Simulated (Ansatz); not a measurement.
`BNC(O)F`, relaxed with RKS PBE0-D4/def2-TZVP in Ansatz 0.2.0 from a PBE-D4/def2-SVP geometry. The force threshold is 0.005 eV/Å; the program also tests the step.

Charge 0, multiplicity 1.

Start:

```xyz
10

B    -0.956    1.034    0.832
N    -0.104    0.543   -0.167
C     0.200   -0.843   -0.429
O     1.409   -1.265    0.076
F     0.182   -1.005   -1.813
H    -1.085    2.236    0.949
H    -1.534    0.237    1.546
H     0.373    1.181   -0.814
H    -0.582   -1.490    0.019
H     2.097   -0.626   -0.199
```

| step | energy (eV) | largest force (eV/Å) | largest move (Å) |
| --- | --- | --- | --- |
| 1 | -8044.2081 | 0.612 | 0.000 |
| 2 | -8044.2474 | 0.212 | 0.023 |
| 3 | -8044.2517 | 0.027 | 0.012 |
| 4 | -8044.2518 | 0.040 | 0.007 |
| 5 | -8044.2520 | 0.017 | 0.004 |
| 6 | -8044.2522 | 0.012 | 0.011 |
| 7 | -8044.2522 | 0.019 | 0.033 |
| 8 | -8044.2525 | 0.011 | 0.015 |
| 9 | -8044.2526 | 0.027 | 0.016 |
| 10 | -8044.2527 | 0.025 | 0.026 |
| 11 | -8044.2527 | 0.021 | 0.016 |
| 12 | -8044.2528 | 0.019 | 0.010 |
| 13 | -8044.2528 | 0.010 | 0.004 |
| 14 | -8044.2528 | 0.003 | 0.003 |

End:

```xyz
10

B    -0.980    1.025    0.807
N    -0.073    0.548   -0.133
C     0.204   -0.824   -0.396
O     1.432   -1.254    0.032
F     0.114   -1.011   -1.762
H    -1.109    2.206    0.932
H    -1.599    0.235    1.456
H     0.441    1.183   -0.728
H    -0.544   -1.452    0.088
H     2.113   -0.657   -0.295
```

Hardware: 4 threads of an Arm Neoverse V2 on a shared host. Wall time 26 s, peak host memory 0.41 GiB.
